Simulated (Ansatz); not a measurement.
C2H4ClI (`ClCCI`). The species carries charge 0 and has multiplicity 1. I takes the def2 core potential. The structure was optimised at the PBE0-D4/def2-TZVP level. It is a higher conformer; a search finds a lower one.

```xyz
8

Cl    1.540   -0.576   -1.320
C    -0.036   -0.609   -0.502
C    -0.116    0.355    0.647
I    -0.073    2.405    0.040
H    -0.797   -0.406   -1.255
H    -0.171   -1.626   -0.127
H     0.713    0.230    1.340
H    -1.060    0.229    1.176
```

Task: What is the dipole moment at B3LYP/def2-TZVPP? (An estimate is asked.)

Result: Computed: 2.44 D, with components (-1.48, -1.54, 1.19) D in this frame, pointing from negative to positive charge.

Task: And with PBE, r2SCAN, ωB97M-V? (An estimate is asked.)

Result: Computed: PBE 2.37 D, r2SCAN 2.53 D, ωB97M-V 2.43 D.

Task: Give the Mulliken charges with B3LYP, ωB97M-V, r2SCAN in def2-TZVPP. (An estimate is asked.)

Result: The calculation gave: 
```csv
atom,B3LYP,ωB97M-V,r2SCAN
Cl1,-0.15,-0.11,-0.16
C2,-0.09,-0.16,0.01
C3,-0.24,-0.32,-0.14
I4,-0.05,-0.02,-0.08
H5,0.12,0.14,0.08
H6,0.12,0.14,0.08
H7,0.14,0.17,0.11
H8,0.14,0.16,0.10
```

B3LYP here is the variant with VWN-RPA as its local correlation; programs differ in this.
